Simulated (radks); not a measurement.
Trend from Li to Ne: ionisation energy by Delta-SCF between NIST ground configurations, and size. All-electron calculation, non-relativistic Kohn-Sham, BLYP, spin-unpolarised, spherical densities, point nucleus. Program: a radial shooting solver on a logarithmic mesh with Libxc functionals.

species  configuration  configuration of the ion  IE (eV)  NIST (eV)  kind  -e(HOMO) (eV)  outermost  <r> outermost (bohr)
Li            [He] 2s1                      [He]    5.321      5.392  exp.     2.754 (2s)         2s                  3.89
Be            [He] 2s2                  [He] 2s1    9.437      9.323  exp.     5.467 (2s)         2s                  2.61
B         [He] 2s2 2p1                  [He] 2s2    8.175      8.298  exp.     3.539 (2p)         2p                  2.31
C         [He] 2s2 2p2              [He] 2s2 2p1   10.832     11.260  exp.     5.241 (2p)         2p                  1.80
N         [He] 2s2 2p3              [He] 2s2 2p2   13.580     14.534  exp.     7.068 (2p)         2p                  1.49
O         [He] 2s2 2p4              [He] 2s2 2p3   16.436     13.618  exp.     9.030 (2p)         2p                  1.27
F         [He] 2s2 2p5              [He] 2s2 2p4   19.411     17.423  exp.    11.131 (2p)         2p                  1.11
Ne                [Ne]              [He] 2s2 2p5   22.511     21.565  exp.    13.370 (2p)         2p                 0.983

Reference values: NIST Atomic Spectra Database (exp. = measured, semi-emp. = semi-empirical, theory = theoretical value adopted there). Spin polarisation and multiplet splitting are left out, so open shells lie too high by an amount that depends on their filling.

Beside tabulated values, note that spin-unpolarised runs miss the spin-polarisation part of the exchange energy of open shells.
